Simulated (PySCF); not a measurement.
Al(H)(Cl)(Me) (CH4AlCl), SMILES [CH3][AlH][Cl].

The structure is a stationary point at PBE0-D3(BJ)/def2-TZVP.

The numbers are results of TDA-B3LYP/def2-SVPD run with PySCF, not measurements.

Vertical excitations. Gas-phase values at a fixed geometry.

Problem. Estimate the UV-visible absorptions. (Estimate from the structure and the level; the computed values follow.)

Solution. 
```json
[
 {"state": "S1", "energy (eV)": "5.44", "λ (nm)": "228", "f": "0.001", "main pairs": "HOMO→LUMO 100 %"},
 {"state": "S2", "energy (eV)": "6.63", "λ (nm)": "187", "f": "0.000", "main pairs": "HOMO−2→LUMO 99 %"},
 {"state": "S3", "energy (eV)": "6.89", "λ (nm)": "180", "f": "0.059", "main pairs": "HOMO−1→LUMO 54 %, HOMO→LUMO+1 41 %"},
 {"state": "S4", "energy (eV)": "6.93", "λ (nm)": "179", "f": "0.115", "main pairs": "HOMO→LUMO+1 55 %, HOMO−1→LUMO 40 %"},
 {"state": "S5", "energy (eV)": "6.99", "λ (nm)": "177", "f": "0.020", "main pairs": "HOMO−3→LUMO 97 %"},
 {"state": "S6", "energy (eV)": "7.56", "λ (nm)": "164", "f": "0.046", "main pairs": "HOMO→LUMO+2 88 %"},
 {"state": "S7", "energy (eV)": "7.72", "λ (nm)": "161", "f": "0.070", "main pairs": "HOMO−1→LUMO+1 95 %"},
 {"state": "S8", "energy (eV)": "7.83", "λ (nm)": "158", "f": "0.004", "main pairs": "HOMO−2→LUMO+1 89 %"},
 {"state": "S9", "energy (eV)": "8.08", "λ (nm)": "153", "f": "0.122", "main pairs": "HOMO→LUMO+3 94 %"},
 {"state": "S10", "energy (eV)": "8.32", "λ (nm)": "149", "f": "0.110", "main pairs": "HOMO−3→LUMO+1 90 %"},
 {"state": "T1", "energy (eV)": "5.12", "λ (nm)": "242", "f": "0", "main pairs": "HOMO→LUMO 97 %"},
 {"state": "T2", "energy (eV)": "6.24", "λ (nm)": "199", "f": "0", "main pairs": "HOMO→LUMO+1 86 %"},
 {"state": "T3", "energy (eV)": "6.26", "λ (nm)": "198", "f": "0", "main pairs": "HOMO−1→LUMO 94 %"},
 {"state": "T4", "energy (eV)": "6.39", "λ (nm)": "194", "f": "0", "main pairs": "HOMO−2→LUMO 62 %, HOMO−3→LUMO 36 %"}
]
```
Triplets are in the Tamm–Dancoff approximation.
